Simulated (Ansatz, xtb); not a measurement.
# C6H10FN: which of two isomers lies lower

Structure I: `[H]/N=C1/C[C@@H](CC)[C@H]1F`, a singlet. Structure II: `[H]/N=C1/C[C@@H](CC)[C@@H]1F`, a singlet. Both are isolated molecules in the gas phase, relaxed with PBE-D3(BJ)/def2-SVP; the shapes shown needn't be the lowest conformers.

I (Å):

```yaml
atoms:
  - { symbol: C, position_ang: [2.0718, 0.9880, 1.1533] }
  - { symbol: C, position_ang: [0.6080, 0.8038, 1.5588] }
  - { symbol: C, position_ang: [-0.3850, 1.3437, 0.5275] }
  - { symbol: C, position_ang: [-1.8821, 1.0761, 0.8997] }
  - { symbol: C, position_ang: [-1.8148, -0.1543, 0.0055] }
  - { symbol: C, position_ang: [-0.5880, 0.4069, -0.7077] }
  - { symbol: F, position_ang: [0.3996, -0.4955, -1.0535] }
  - { symbol: N, position_ang: [-2.4002, -1.2816, 0.0682] }
  - { symbol: H, position_ang: [2.7574, 0.5929, 1.9294] }
  - { symbol: H, position_ang: [2.2898, 0.4608, 0.2045] }
  - { symbol: H, position_ang: [2.3149, 2.0614, 1.0081] }
  - { symbol: H, position_ang: [0.4140, 1.3187, 2.5248] }
  - { symbol: H, position_ang: [0.3940, -0.2725, 1.7410] }
  - { symbol: H, position_ang: [-0.1393, 2.3929, 0.2653] }
  - { symbol: H, position_ang: [-2.5746, 1.8527, 0.5150] }
  - { symbol: H, position_ang: [-2.1135, 0.8829, 1.9658] }
  - { symbol: H, position_ang: [-1.9724, -1.9220, -0.6284] }
  - { symbol: H, position_ang: [-0.8680, 0.9872, -1.6165] }
```

II (Å):

```csv
atom,x (Å),y (Å),z (Å)
C,0.2109,0.4160,-2.0418
C,-1.0237,0.0397,-1.2206
C,-0.6808,-0.7624,0.0273
C,-1.7887,-1.1103,1.0743
C,-0.7465,-0.8522,2.1543
C,0.1020,-0.0553,1.1671
F,1.4720,-0.1932,1.2383
N,-0.5805,-1.3557,3.3105
H,0.7382,-0.4884,-2.4095
H,-0.0562,1.0317,-2.9237
H,0.9391,0.9925,-1.4346
H,-1.7360,-0.5427,-1.8447
H,-1.5726,0.9579,-0.9118
H,-0.1226,-1.6874,-0.2325
H,-2.2332,-2.1238,1.0549
H,-2.6065,-0.3584,1.0817
H,0.3339,-1.0390,3.6870
H,-0.1472,1.0327,1.1996
```

Problem. Estimate which is lower in electronic energy at CCSD(T)/def2-SVP + ΔMP2/def2-TZVPP, and by roughly how much.

Solution. CCSD(T)/def2-SVP + ΔMP2/def2-TZVPP gives E(II) − E(I) = −0.63 kcal/mol, slightly favouring structure II, which is too small a margin to settle the true order.

Level by level:

```json
{"level": "PBE-D3(BJ)/def2-SVP", "geometry": "PBE-D3(BJ)/def2-SVP", "E(II) − E(I) (kcal/mol)": "−0.25", "departure from the last row (kcal/mol)": "+0.38", "job, with rough time for the two": "optimisation, 76 s"}
{"level": "HF/def2-SVP", "geometry": "PBE-D3(BJ)/def2-SVP", "E(II) − E(I) (kcal/mol)": "−0.77", "departure from the last row (kcal/mol)": "−0.15", "job, with rough time for the two": "part of the CCSD(T) run"}
{"level": "MP2/def2-SVP", "geometry": "PBE-D3(BJ)/def2-SVP", "E(II) − E(I) (kcal/mol)": "−0.03", "departure from the last row (kcal/mol)": "+0.60", "job, with rough time for the two": "part of the CCSD(T) run"}
{"level": "CCSD(T)/def2-SVP", "geometry": "PBE-D3(BJ)/def2-SVP", "E(II) − E(I) (kcal/mol)": "−0.09", "departure from the last row (kcal/mol)": "+0.53", "job, with rough time for the two": "single point"}
{"level": "CCSD(T)/def2-SVP + ΔMP2/def2-TZVPP", "geometry": "PBE-D3(BJ)/def2-SVP", "E(II) − E(I) (kcal/mol)": "−0.63", "departure from the last row (kcal/mol)": "", "job, with rough time for the two": "single point, 5.1 min"}
```

As drawn, both hold the same kinds of bond in the same numbers.

The largest departure from CCSD(T)/def2-SVP + ΔMP2/def2-TZVPP is that of MP2/def2-SVP, 0.60 kcal/mol. Levels run at GFN2-xTB geometries aren't shown. The last row adds to CCSD(T) the change of the MP2 difference between the two basis sets, here −0.53 kcal/mol.

With thermal terms from frequencies at re-optimised GFN2-xTB minima (ideal gas, soft modes damped towards free rotors, one conformer each, 298.15 K, 1 atm): on the last row, ΔE + ΔZPE = −0.73, ΔH = −0.68, ΔG = −0.90 kcal/mol.

The correlated steps freeze 8 core orbitals. Programs: Ansatz 0.2.0, xtb 6.7.1; the last row on 2 threads of Arm Neoverse V2 on a shared host.
